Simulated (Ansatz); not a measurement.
Geometry optimisation, Ansatz 0.2.0, RKS BLYP-D4/def2-SVP.

Input:

```yaml
crystal:
  periodic: [false, false, false]
  atoms:
    - { symbol: Ge, position_ang: [0.256106, -0.034025, -0.223135] }
    - { symbol: H, position_ang: [0.138888, -0.102705, 1.319545] }
    - { symbol: Cl, position_ang: [2.34668, 0.14756, -0.81901] }
    - { symbol: Cl, position_ang: [-0.802882, 1.686544, -1.028473] }
    - { symbol: Cl, position_ang: [-0.527649, -1.854773, -1.133048] }
    - { symbol: P, position_ang: [-2.789883, 0.264742, 1.452288] }
    - { symbol: H, position_ang: [-2.637433, -0.847492, 0.545686] }
    - { symbol: H, position_ang: [-3.535133, -0.538551, 2.398371] }
    - { symbol: H, position_ang: [-1.553793, -0.0334, 2.108276] }
basis:
  gaussian: { orbitals: def2-SVP }
hamiltonian:
  xc: blyp
  dispersion: d4
relax:
  f_tol: 0.03
  max_steps: 50
```

Launched with:

```bash
$ ansatz run input.yaml --threads 4 --pin off --max-ram 5120MiB --backend cpu --events-out ev --progress --plain --runs-dir out
```

Question: Where does it end, and by what steps?

Answer: It converged. The force dipped under the threshold on the way, but the program's further checks kept it going. After 9 steps the energy has fallen by 0.187 eV; H2 moved furthest, 0.61 Å.

```csv
step,energy less start (eV),largest force component (eV/Å),accepted
0,0.0000,0.655,yes
1,-0.1396,0.094,yes
2,-0.1445,0.363,yes
3,-0.1795,0.106,yes
4,-0.1831,0.078,yes
5,-0.1852,0.023,yes
6,-0.1860,0.040,yes
7,-0.1864,0.037,yes
8,-0.1869,0.011,yes
9,-0.1870,0.018,yes
```

```xyz
9
Properties=species:S:1:pos:R:3
Ge 0.538 -0.089 -0.279
H 0.727 -0.230 1.247
Cl 2.461 0.178 -1.258
Cl -0.717 1.630 -0.733
Cl -0.410 -1.874 -1.092
P -3.243 0.237 1.490
H -2.747 -0.798 0.620
H -3.736 -0.721 2.451
H -1.978 0.355 2.174
```

Time of the run: 15 s on 4 threads of Arm Neoverse V1, with other jobs on the host, peak memory 0.2 GiB.
